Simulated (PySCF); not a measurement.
# Broadened absorption spectrum of C2H10SSi2

Species: C2H10SSi2.
Z-matrix (Å and degrees, GFN2-xTB geometry), rows numbered from 1:
```
C 
Si  1  1.8982
Si  2  2.3245  1  108.91
C   3  1.9066  2  113.51  1   -56.99
S   3  2.1762  2  110.02  1  -177.10
H   1  1.0856  2  111.13  3   176.57
H   1  1.0863  2  111.25  3   -63.70
H   1  1.0862  2  111.71  3    56.48
H   2  1.4685  1  108.31  3   123.32
H   2  1.4742  1  108.23  3  -121.81
H   3  1.4645  2  117.26  1    70.60
H   4  1.0859  3  110.72  2    66.20
H   4  1.0878  3  111.58  2   -53.58
H   4  1.0873  3  111.58  2  -173.78
H   5  1.3237  3   96.64  2    60.79
```

Method used: TDDFT CAM-B3LYP/def2-SVPD, vertical, gas phase, core orbitals frozen in the response in PySCF 2.14.0, density-fitted response routines.

Broadening: Gaussians 0.4 eV wide at half height, area fixed by f = 4.319×10⁻⁹ ∫ε dν̃. The width is an assumption, not a result. The curve ends short of the highest state used, and states not computed would add to its high-energy end.

E (eV), ε (L mol⁻¹ cm⁻¹) and a bar:
```
     5.13          4 
     5.17          8 
     5.20         15 
     5.23         25 
     5.27         49 
     5.30         79 
     5.33        121 #
     5.37        206 #
     5.40        296 #
     5.43        412 ##
     5.47        610 ###
     5.50        789 ####
     5.53        991 ####
     5.57       1281 ######
     5.60       1500 #######
     5.63       1706 ########
     5.67       1937 #########
     5.70       2063 #########
     5.73       2142 ##########
     5.77       2168 ##########
     5.80       2134 ##########
     5.83       2063 #########
     5.87       1925 #########
     5.90       1805 ########
     5.93       1680 #######
     5.97       1517 #######
     6.00       1402 ######
     6.04       1261 ######
     6.07       1166 #####
     6.10       1080 #####
     6.14        984 ####
     6.17        928 ####
     6.20        889 ####
     6.24        868 ####
     6.27        877 ####
     6.30        909 ####
     6.34        985 ####
     6.37       1069 #####
     6.40       1179 #####
     6.44       1374 ######
     6.47       1567 #######
     6.50       1813 ########
     6.54       2240 ##########
     6.57       2642 ############
     6.60       3115 ##############
     6.64       3833 #################
     6.67       4410 ####################
     6.70       4984 ######################
     6.74       5683 #########################
     6.77       6112 ###########################
     6.80       6431 #############################
     6.84       6670 ##############################
     6.87       6719 ##############################
     6.90       6685 ##############################
     6.94       6574 #############################
     6.97       6495 #############################
```

Q: Locate the maxima and give the states behind the curve.

A: 215 nm (5.76 eV), ε about 2200, made up of S1 (90%); 180 nm (6.87 eV), ε about 6700, made up of S4 (87%) and S5 (12%) (ε in L mol⁻¹ cm⁻¹; maxima over ε = 5, shares over 10%). The states used: S1 5.73 eV (f 0.030); S2 6.04 eV (f 0.012); S3 6.45 eV (f 0.013); S4 6.82 eV (f 0.090); S5 7.20 eV (f 0.079); S6 7.33 eV (f 0.021); S7 7.45 eV (f 0.014); S8 7.57 eV (f 0.012).

Q: What would ε be at 6.87 eV, the highest of these maxima, with half the width (0.2 eV)?

A: About 10400 L mol⁻¹ cm⁻¹ against 6720, a factor of about 1.6; a lone state at its own centre would give exactly 2.

Q: On this curve, what absorbance would a 10⁻³ mol/L sample give at 222 nm over a 1 cm path?

A: 222 nm is 5.585 eV, where ε is about 1400 L mol⁻¹ cm⁻¹, so A = ε c l ≈ 1.4 (Beer–Lambert, with the gas-phase spectrum and the assumed width).

Q: Coming from long wavelengths, where does ε first pass 100 L mol⁻¹ cm⁻¹?

A: At about 233 nm (5.32 eV), 0.41 eV below S1.

One conformer stands for the species.

Without π bonds the low states are Rydberg-like; a valence basis with one diffuse set may place them up to an eV too high.
